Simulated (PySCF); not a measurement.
Problem. Write Cartesian coordinates for `C=C[CH2][Al]([F])[Cl]` as optimised with PBE0-D3(BJ)/def2-SVP.

Solution. 
```
atom  x, y, z in Å
C1    -1.8830   -0.0962   -0.4762
C2    -0.7538   -0.6584   -0.0370
C3     0.2673   -0.0002    0.8275
Al4    1.8991    0.4749   -0.1204
F5     3.2267    1.0039    0.7280
Cl6    2.1064    0.3636   -2.1976
H7    -2.5677   -0.6379   -1.1328
H8    -2.1619    0.9255   -0.1969
H9    -0.5296   -1.6851   -0.3547
H10   -0.1247    0.9339    1.2694
H11    0.5670   -0.6417    1.6757
```

Orientation and origin are arbitrary. Atoms count from 1 in this order. Al4 (aluminium bonded to C, Cl and F) is planar (angles 123.7°, 119.9° and 116.4°, sum 360.0°, 0.00 Å off the plane of its three neighbours). Of the pairs four or more bonds apart, H8···H10 is among the closest relative to their van der Waals radii: 2.51 Å, 105 % of the sum of Bondi's values. The C–C distances run from 1.336 Å (C1=C2, drawn double) to 1.491 Å (C2–C3, drawn single), a spread of 0.155 Å.

Bonds between heavy atoms (Å): C1=C2 1.336, C2–C3 1.491, C3–Al4 1.946, Al4–F5 1.662, Al4–Cl6 2.091.

Computed with PySCF, PBE0-D3(BJ)/def2-SVP geometry optimisation, gas phase.

Point group: C1 (no symmetry element, even within 0.4 Å). No PBE0-D3(BJ)/def2-SVP frequencies stand behind this structure, so it isn't proved a minimum. One conformer, not necessarily the lowest (C1–C2–C3–Al4 -107°, C2–C3–Al4–F5 -171°).

Time: 55 s wall; peak memory 0.50 GiB. Hardware: one thread of an Arm Neoverse V1, shared host with 32 logical CPUs at a one-minute load of 32. These figures are those of the optimisation.
